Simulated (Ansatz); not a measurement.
Program: Ansatz. Geometries: PBE0-D4/def2-TZVP. ΔE: electronic, gas phase. CCSD(T)/CBS is the MP2 limit (def2-TZVPP, def2-QZVPP) plus CCSD(T) − MP2 in def2-TZVPP, frozen cores. This one scheme is used for every species, atoms too. DFT in def2-TZVPP. No spin–orbit coupling; open shells (•) take unrestricted orbitals. Spin–orbit coupling would lower the free atoms: a little for B, C. Each species was taken in one conformer, which may not be the lowest.

`N=CBN` → B• + C• + 5 H• + 2 N•  (atomization)

**Question.** What is ΔE at CCSD(T)/CBS? (Best estimate.)

**Answer.** Computed: +3454.8 kJ/mol.

**Question.** What do these levels give: ωB97M-V, r2SCAN0, BHLYP, LC-ωPBE, CCSD(T)/def2-TZVPP, MP2/CBS(def2)? (An estimate is asked.)

**Answer.** The calculation gave: ωB97M-V 3491.4, r2SCAN0 3393.2, BHLYP 3357.8, LC-ωPBE 3463.5, CCSD(T)/def2-TZVPP 3355.1, MP2/CBS(def2) 3509.9 kJ/mol.

Largest T1 diagnostic among the species: 0.014.

From r2SCAN to r2SCAN0 (25 % exact exchange), in def2-TZVPP and without D4, ΔE moves by −67.4 kJ/mol: exact exchange takes away binding that semilocal exchange gives to molecules. Leaving LDA and LC-ωPBE aside and taking each functional with its dispersion term where it has one, the values, not all of them listed here, spread over 207.2 kJ/mol, from BHLYP-D4 to PBE-D4. LDA lies +426.8 kJ/mol from PBE without D4, its usual overbinding. At CCSD(T), def2-SVP lies −190.6 kJ/mol from the extrapolated value and def2-TZVPP −99.7 kJ/mol: correlation converges slowly with the basis, and small sets miss more of it in the bonded molecule than in its fragments.

For atomizations the MP2-based limit and the directly extrapolated one differ by several kJ/mol either way, and by 10 to 25 for some Ge, Se and Sn compounds, so smaller differences from it don't rank the levels.
